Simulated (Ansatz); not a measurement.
W₃O₉⁻, 12 atoms. Hardware: 4 threads of Arm Neoverse N1 on a shared host.

In the def2 sets W takes a core potential; there is no spin–orbit coupling. Correlated methods freeze 9 core orbitals; core or outer-core shells of W are correlated, in sets that lack core-valence functions.

**Question.** How many basis functions does each of these Ansatz runs have, and roughly what does it cost? PBE0-D4/def2-TZVPD, charge 0 singlet at the geometry of the charge -1 doublet, energy; PBE0-D4/def2-SVP, charge -1 quartet, energy with a search over starts; PBE-D4/def2-SVP, charge 0 triplet at the geometry of the charge -1 doublet, energy, from earlier orbitals; PBE0-D4/def2-SVP, charge 0 triplet at the geometry of the charge -1 doublet, energy; B3LYP-D4/def2-SVP, charge -1 quartet, energy, from earlier orbitals; PBE0-D4/def2-SVP, charge -1 quartet, energy, from earlier orbitals; B97M-V/def2-SVP, charge -1 quartet, energy, from earlier orbitals; PBE-D4/def2-TZVPD, charge 0 singlet at the geometry of the charge -1 doublet, energy, from earlier orbitals; r2SCAN-D4/def2-SVP, charge -1 quartet, energy, from earlier orbitals; PBE-D4/def2-SVP, charge -1 quartet, energy, from earlier orbitals; MP2/def2-SVPD, charge -1 doublet, energy, from earlier orbitals; PBE-D4/def2-SVP, charge -1 doublet, energy and forces, from earlier orbitals.

**Answer.** Other jobs shared the machine, so times can vary by a factor of up to 3. A dash marks memory too small to be measured apart from the calling script's.

| run | functions | fitting or Cholesky vectors | wall time | peak host memory (GiB) |
| --- | --- | --- | --- | --- |
| PBE-D4/def2-SVP, charge -1 quartet, energy, from earlier orbitals | 222 | 2208 | 18 s | – |
| PBE0-D4/def2-SVP, charge -1 quartet, energy, from earlier orbitals | 222 | 2097 | 20 s | 1.2 |
| PBE-D4/def2-SVP, charge 0 triplet at the geometry of the charge -1 doublet, energy, from earlier orbitals | 222 | 2208 | 21 s | – |
| PBE-D4/def2-SVP, charge -1 doublet, energy and forces, from earlier orbitals | 222 | 2208 | 27 s | – |
| B3LYP-D4/def2-SVP, charge -1 quartet, energy, from earlier orbitals | 222 | 2097 | 27 s | 1.2 |
| PBE0-D4/def2-SVP, charge 0 triplet at the geometry of the charge -1 doublet, energy | 222 | 2097 | 30 s | 1.3 |
| PBE-D4/def2-TZVPD, charge 0 singlet at the geometry of the charge -1 doublet, energy, from earlier orbitals | 489 | 2694 | 35 s | 1.6 |
| r2SCAN-D4/def2-SVP, charge -1 quartet, energy, from earlier orbitals | 222 | 2208 | 45 s | 0.7 |
| PBE0-D4/def2-SVP, charge -1 quartet, energy with a search over starts | 222 | 2097 | 50 s | 1.2 |
| B97M-V/def2-SVP, charge -1 quartet, energy, from earlier orbitals | 222 | 2208 | 77 s | 1 |
| MP2/def2-SVPD, charge -1 doublet, energy, from earlier orbitals | 312 | 2953 | 3.8 min | 2.7 |
| PBE0-D4/def2-TZVPD, charge 0 singlet at the geometry of the charge -1 doublet, energy | 489 | 2904 | 5.8 min | 3.3 |
